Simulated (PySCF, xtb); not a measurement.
Mg(Me)(SeH) (CH4MgSe), SMILES [CH3][Mg][SeH].

GFN2-xTB run with xtb at its own geometry gives an orbital gap of 2.61 eV and a dipole moment of 5.02 D.

Coordinates come from a B3LYP-D3(BJ)/def2-TZVP optimisation. One conformer was computed; it need not be the lowest.

What does CAM-B3LYP/def2-TZVPD (PySCF) give? (Estimate from the structure and the level; the computed values follow.)

gap 7.53 eV (levels -7.92 and -0.39 eV), dipole 1.73 D.
